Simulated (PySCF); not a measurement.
## Exercise with solution: refractive index and permittivity of the vapour

MoO2FBr, SMILES [F][Mo](=[O])(=[O])[Br], multiplicity 1.

Geometry optimised at B3LYP-D3(BJ)/def2-SVP. The spin state was assumed, not searched. The structure was generated by enumeration; whether it is a known compound was not checked. The def2 effective core potentials stand for the cores of Mo; spin–orbit coupling is left out.

CAM-B3LYP/def2-TZVP (PySCF) gives a mean static polarisability of 60.2 bohr³ and a dipole moment of 1.28 D. Take an ideal gas at 298.15 K and 0.01 bar, whether or not the substance is that volatile.

**Question.** Work out n − 1 in the optical limit and the static ε − 1.

**Answer.** 
Polarisability volume α' = 60.2 × 0.148185 = 8.92 Å³. Number density N = p/kT = 2.43e-7 Å⁻³.
Dilute limit of Lorentz–Lorenz: n − 1 = 2π N α' = 1.4e-5.
Orientation term of Debye: μ²/(3kT) = 8.098 Å³ × μ²(D²) = 13.27 Å³.
ε − 1 = 4π N (α' + μ²/3kT) = 6.8e-5. Orientation of the dipole supplies 60 % of the static response; it can't follow optical fields. Vibrational polarisation and dispersion are left out.
